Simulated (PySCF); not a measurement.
**Basis set benchmark on one molecule**

Molecule: `O=C(O)c1ccsc1`, C$_{5}$H$_{4}$O$_{2}$S.

Geometry (Å), atoms numbered from 1 in this order:
```xyz
12

O     1.833   -1.474   -0.638
C     1.493   -0.363   -0.317
O     2.359    0.654   -0.198
C     0.105    0.029   -0.016
C    -0.980   -0.897   -0.077
C    -2.172   -0.313    0.246
S    -1.981    1.357    0.623
C    -0.298    1.294    0.351
H     3.232    0.292   -0.413
H    -0.849   -1.944   -0.351
H    -3.159   -0.772    0.286
H     0.329    2.176    0.468
```

Geometry PBE0-D3(BJ)/def2-SVP throughout; GIAO in PySCF, gas phase, one conformer, non-relativistic; equivalent atoms averaged; functional PBE0.

Reference values (estimated from measurements, as parent shift plus tabulated substituent increments; solution, not stated per compound (mostly CDCl3 or CCl4); Pretsch, Buehlmann, Badertscher, Structure Determination of Organic Compounds, 4th ed. (2009)): δ(H12) = 8.24 ppm, δ(H10) = 7.57 ppm, δ(H11) = 7.34 ppm. Computed shifts are taken against TMS, calculated as an isolated molecule at each level.

How do the basis sets STO-3G, pcSseg-0, 6-31G, 6-31G*, cc-pVDZ, def2-SVP, pcSseg-1, aug-cc-pVDZ, 6-311+G(2d,p), def2-TZVP, cc-pVTZ, IGLO-III perform against the reference? Times are CPU seconds on shared hosts with different chips, so compare them loosely.

Results:


| basis set | functions | H12 | H10 | H11 | mean abs. error H | core-s |
| --- | --- | --- | --- | --- | --- | --- |
| STO-3G | 48 | 7.37 | 6.87 | 6.64 | 0.76 | 4.3 |
| pcSseg-0 | 84 | 8.05 | 7.88 | 6.91 | 0.31 | 7.4 |
| 6-31G | 84 | 8.13 | 7.95 | 7.08 | 0.25 | 8.2 |
| 6-31G* | 124 | 7.74 | 7.65 | 6.85 | 0.36 | 13 |
| cc-pVDZ | 136 | 7.85 | 7.62 | 7.02 | 0.25 | 14 |
| def2-SVP | 136 | 7.77 | 7.66 | 6.87 | 0.34 | 13 |
| pcSseg-1 | 163 | 7.97 | 7.84 | 7.13 | 0.25 | 16 |
| aug-cc-pVDZ | 224 | 8.31 | 7.94 | 7.39 | 0.16 | 31 |
| 6-311+G(2d,p) | 248 | 8.25 | 7.92 | 7.34 | 0.12 | 34 |
| def2-TZVP | 278 | 8.22 | 7.94 | 7.30 | 0.14 | 42 |
| cc-pVTZ | 300 | 8.20 | 7.87 | 7.29 | 0.13 | 49 |
| IGLO-III | 329 | 8.23 | 7.91 | 7.30 | 0.13 | 54 |

For 1H the closest is 6-311+G(2d,p) (0.12 ppm, with IGLO-III, cc-pVTZ, def2-TZVP practically level) and the furthest STO-3G (0.76 ppm). Where a smaller basis beats a larger one, errors probably cancel. One molecule is a small sample, and vibrational and solvent effects are absent from the calculation.

A small basis that lands close on one nucleus may do so by chance; judge by the trend and by all nuclei.
